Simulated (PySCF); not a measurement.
Field gradients at the hydrogen positions

C6H12O.
Atom-mapped SMILES: `[CH3:1][O:2][CH:3]1[CH2:4][CH2:5][CH2:6][CH2:7]1` (hydrogens: H8, H9, H10 on C1; H11 on C3; H12, H13 on C4; H14, H15 on C5; H16, H17 on C6; H18, H19 on C7)

Cartesian coordinates in Å at the PBE0-D3(BJ)/def2-SVP level; atoms count from 1:
```xyz
19
C6H12O angstrom
C      2.6869   -0.5552    0.0471
O      1.5980    0.1735    0.5165
C      0.5742    0.3466   -0.4326
C     -0.2044   -0.9574   -0.7254
C     -1.6818   -0.5728   -0.6614
C     -1.7116    0.4895    0.4340
C     -0.4684    1.3266    0.1330
H      3.4497   -0.5700    0.8385
H      3.1303   -0.0960   -0.8598
H      2.4273   -1.6032   -0.2004
H      1.0211    0.7492   -1.3645
H      0.0826   -1.4410   -1.6709
H      0.0268   -1.6608    0.0919
H     -2.3419   -1.4314   -0.4649
H     -2.0047   -0.1302   -1.6198
H     -2.6401    1.0797    0.4502
H     -1.6130    0.0067    1.4208
H     -0.0506    1.8409    1.0097
H     -0.7037    2.0949   -0.6200
```

Level: PBE0/pcSseg-1 (PySCF, non-relativistic); Q(2H) = 0.00286 b; rigid geometry, the same for H and D, with no vibrational averaging.

Problem. Give the electric field gradient Vzz (the principal value of largest size), its asymmetry and the 2H coupling at each hydrogen.

Solution. 
| atom | bonded to | bond length (Å) | Vzz (au) | η | χzz (kHz) |
| --- | --- | --- | --- | --- | --- |
| H8 | C1 | 1.099 | 0.2883 | 0.07 | 194 |
| H9 | C1 | 1.109 | 0.2705 | 0.08 | 182 |
| H10 | C1 | 1.108 | 0.2722 | 0.08 | 183 |
| H11 | C3 | 1.109 | 0.2671 | 0.08 | 180 |
| H12 | C4 | 1.100 | 0.2931 | 0.01 | 197 |
| H13 | C4 | 1.103 | 0.2843 | 0.02 | 191 |
| H14 | C5 | 1.101 | 0.2923 | 0.00 | 196 |
| H15 | C5 | 1.104 | 0.2843 | 0.00 | 191 |
| H16 | C6 | 1.100 | 0.2929 | 0.00 | 197 |
| H17 | C6 | 1.103 | 0.2850 | 0.01 | 192 |
| H18 | C7 | 1.099 | 0.2922 | 0.01 | 196 |
| H19 | C7 | 1.101 | 0.2888 | 0.02 | 194 |

Problem. How does χzz go with the bond length over the 12 C–H bonds?

Solution. A straight-line fit has a slope of -16.3 kHz for each 0.01 Å, with a correlation coefficient of -0.97, over lengths from 1.099 to 1.109 Å. The longer bonds have the smaller couplings here.

Problem. A static deuteron (I = 1) shows a doublet split by (3/2)χ, (3/4)χ(1 + η) and (3/4)χ(1 − η) with the field along z, y and x of the gradient. What are these for H17?

Solution. With |χ| = 191.5 kHz and η = 0.009: 287, 145 and 142 kHz, to first order and without motion.

Isolated species at its PBE0-D3(BJ)/def2-SVP geometry (one conformer only). These gradients aren't converged with respect to the basis.
